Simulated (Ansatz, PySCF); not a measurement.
Breaking a bond: SMILES C[SiH](C)C (C₃H₁₀Si). The Si1–C11 bond (Si1 also carries C, C, H; C11 carries H, H, H) is pulled apart rigidly from the PBE0/def2-SVP optimised geometry.

Levels: UMP2/6-31G* = unrestricted MP2 (frozen core)/6-31G*, spherical d (PySCF); RKS-B3LYP/6-31G* = restricted B3LYP/6-31G*, spherical d run with PySCF; UMP2/3-21G = unrestricted MP2 (frozen core)/3-21G in PySCF 2.14.0; UKS-PBE0 = unrestricted PBE0/def2-SVP (Ansatz, a quantum-chemistry and plane-wave program).

Energies relative to the lowest point of each curve near equilibrium, in eV; the last columns give the difference from UKS-PBE0:

| R / Å | UMP2/6-31G* | RKS-B3LYP/6-31G* | UMP2/3-21G | UKS-PBE0 | UMP2/6-31G* − UKS-PBE0 | RKS-B3LYP/6-31G* − UKS-PBE0 | UMP2/3-21G − UKS-PBE0 |
|---|---|---|---|---|---|---|---|
| 1.56 | 1.686 | 1.659 | 2.126 | 1.624 | 0.062 | 0.036 | 0.502 |
| 1.66 | 0.687 | 0.687 | 0.956 | 0.653 | 0.034 | 0.034 | 0.303 |
| 1.76 | 0.183 | 0.191 | 0.319 | 0.170 | 0.013 | 0.021 | 0.150 |
| 1.85 | 0.013 | 0.016 | 0.057 | 0.011 | 0.002 | 0.006 | 0.047 |
| 1.88 | 0.000 | 0.000 | 0.019 | 0.000 | 0.000 | 0.000 | 0.019 |
| 1.95 | 0.034 | 0.023 | 0.000 | 0.036 | -0.002 | -0.013 | -0.036 |
| 2.02 | 0.139 | 0.113 | 0.061 | 0.139 | 0.000 | -0.026 | -0.078 |
| 2.15 | 0.458 | 0.398 | 0.316 | 0.448 | 0.009 | -0.050 | -0.133 |
| 2.28 | 0.868 | 0.770 | 0.679 | 0.844 | 0.024 | -0.074 | -0.165 |
| 2.51 | 1.668 | 1.502 | 1.423 | 1.617 | 0.051 | -0.115 | -0.194 |
| 2.72 | 2.689 | 2.156 | 2.378 | 2.307 | 0.382 | -0.151 | 0.071 |
| 3.08 | 3.744 | 3.135 | 3.422 | 3.339 | 0.405 | -0.204 | 0.083 |
| 3.50 | 4.140 | 4.016 | 3.825 | 3.962 | 0.178 | 0.054 | -0.137 |
| 3.97 | 4.274 | 4.716 | 3.968 | 4.207 | 0.067 | 0.510 | -0.238 |
| 4.61 | 4.323 | 5.325 | 4.028 | 4.304 | 0.019 | 1.021 | -0.276 |
| 5.50 | 4.339 | 5.759 | 4.046 | 4.331 | 0.008 | 1.428 | -0.285 |

UMP2/6-31G* is furthest from UKS-PBE0 at 3.08 (0.405 eV, above); its mean absolute difference over the points is 0.079 eV.

RKS-B3LYP/6-31G* is furthest from UKS-PBE0 at 5.50 (1.428 eV, above); its mean absolute difference over the points is 0.234 eV.

UMP2/3-21G is furthest from UKS-PBE0 at 1.56 (0.502 eV, above); its mean absolute difference over the points is 0.170 eV.

The unrestricted determinant behind UMP2/6-31G*, UMP2/3-21G is spin-contaminated at 2.72 to 5.50 Å (<S²> up to 1.0, against 0.00 for a pure singlet). The restricted form behind RKS-B3LYP/6-31G* keeps the bonding electrons paired and can't separate into open-shell fragments. The unrestricted determinant behind UKS-PBE0 is spin-contaminated at 3.08 to 5.50 Å (<S²> up to 1.0, against 0.00 for a pure singlet).
